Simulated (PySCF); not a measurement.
C8H16Si.
Numbering: `[CH2:1]=[CH:2][C@H:3]1[CH2:4][Si@H:5]([CH2:6][CH2:7][CH3:8])[CH2:9]1` (hydrogens: H10, H11 on C1; H12 on C2; H13 on C3; H14, H15 on C4; H16 on Si5; H17, H18 on C6; H19, H20 on C7; H21, H22, H23 on C8; H24, H25 on C9)

The same species was optimised twice, with GFN2-xTB and with PBE0-D3(BJ)/def2-SVP (PySCF), and the same property calculations (PySCF, gas phase) were run on both structures.

```tsv
coordinate	GFN2-xTB	PBE0-D3(BJ)/def2-SVP	change
Si5–C6 (Å)	1.898	1.882	-0.016
C3–C9 (Å)	1.549	1.565	+0.016
C3–C4 (Å)	1.551	1.566	+0.015
C1=C2 (Å)	1.320	1.333	+0.013
C4–Si5 (Å)	1.911	1.898	-0.013
Si5–C9 (Å)	1.910	1.897	-0.013
C2–C3 (Å)	1.488	1.496	+0.008
C6–C7 (Å)	1.526	1.530	+0.004
C7–C8 (Å)	1.524	1.521	-0.003
C3–C9–Si5 (°)	91.2	88.0	-3.2
C3–C4–Si5 (°)	91.1	88.0	-3.1
C6–Si5–C9 (°)	117.9	120.1	+2.2
C4–Si5–C9 (°)	76.7	78.4	+1.7
C4–Si5–C6 (°)	117.5	119.1	+1.6
C6–C7–C8 (°)	111.9	113.5	+1.6
Si5–C6–C7 (°)	112.3	113.8	+1.5
C2–C3–C4 (°)	111.2	111.5	+0.3
C1–C2–C3–C4 (°)	124	125	+1
C4–Si5–C6–C7 (°)	73	72	-1
Si5–C6–C7–C8 (°)	180	-179	+1
```

Rotational constants: A = 4840, B = 510.3, C = 493.9 MHz (GFN2-xTB) against A = 4722, B = 515.7, C = 499.8 MHz (PBE0-D3(BJ)/def2-SVP). Point groups within 0.08 Å: C1 and C1.

On the GFN2-xTB structure: HOMO (eV) -7.23 [PBE0/pcSseg-1]; LUMO (eV) 0.41 [PBE0/pcSseg-1]; dipole (D) 1.07 [PBE0/pcSseg-1]; GIAO shielding of C1 (ppm) 72.3 [PBE0/pcSseg-1]; GIAO shielding of C2 (ppm) 30.9 [PBE0/pcSseg-1]; GIAO shielding of C3 (ppm) 146.8 [PBE0/pcSseg-1]; GIAO shielding of C4/C9 (mean) (ppm) 166.1 [PBE0/pcSseg-1]; GIAO shielding of Si5 (ppm) 358.3 [PBE0/pcSseg-1]; GIAO shielding of C6 (ppm) 164.9 [PBE0/pcSseg-1]; GIAO shielding of C7 (ppm) 166.0 [PBE0/pcSseg-1]; GIAO shielding of C8 (ppm) 165.7 [PBE0/pcSseg-1].

Q: What do these properties become on the PBE0-D3(BJ)/def2-SVP structure?

A: 
| property | level | on GFN2-xTB | on PBE0-D3(BJ)/def2-SVP | change |
| --- | --- | --- | --- | --- |
| HOMO (eV) | PBE0/pcSseg-1 | -7.23 | -7.25 | -0.02 |
| LUMO (eV) | PBE0/pcSseg-1 | 0.41 | 0.38 | -0.03 |
| dipole (D) | PBE0/pcSseg-1 | 1.07 | 1.08 | +0.01 |
| energy, GFN2-xTB geometry as zero (kcal/mol) | PBE0/pcSseg-1 | 0.0 | -2.4 | -2.4 |
| GIAO shielding of C1 (ppm) | PBE0/pcSseg-1 | 72.3 | 66.6 | -5.7 |
| GIAO shielding of C2 (ppm) | PBE0/pcSseg-1 | 30.9 | 29.8 | -1.1 |
| GIAO shielding of C3 (ppm) | PBE0/pcSseg-1 | 146.8 | 141.6 | -5.2 |
| GIAO shielding of C4/C9 (mean) (ppm) | PBE0/pcSseg-1 | 166.1 | 164.4 | -1.7 |
| GIAO shielding of Si5 (ppm) | PBE0/pcSseg-1 | 358.3 | 348.7 | -9.6 |
| GIAO shielding of C6 (ppm) | PBE0/pcSseg-1 | 164.9 | 163.4 | -1.5 |
| GIAO shielding of C7 (ppm) | PBE0/pcSseg-1 | 166.0 | 164.7 | -1.3 |
| GIAO shielding of C8 (ppm) | PBE0/pcSseg-1 | 165.7 | 164.0 | -1.7 |

The heavy atoms differ by 0.197 Å rms after alignment. Among bonds between heavy atoms C3–C4, C3–C9 and Si5–C6 change most and about equally (-0.016 to +0.016 Å). Changes are differences of the printed values. Neither structure is proved a minimum here.

The values belong to the conformer `[CH2:1]=[CH:2][C@H:3]1[CH2:4][Si@H:5]([CH2:6][CH2:7][CH3:8])[CH2:9]1`: C1–C2–C3–C4 125°, C4–Si5–C6–C7 72°, Si5–C6–C7–C8 -179°.
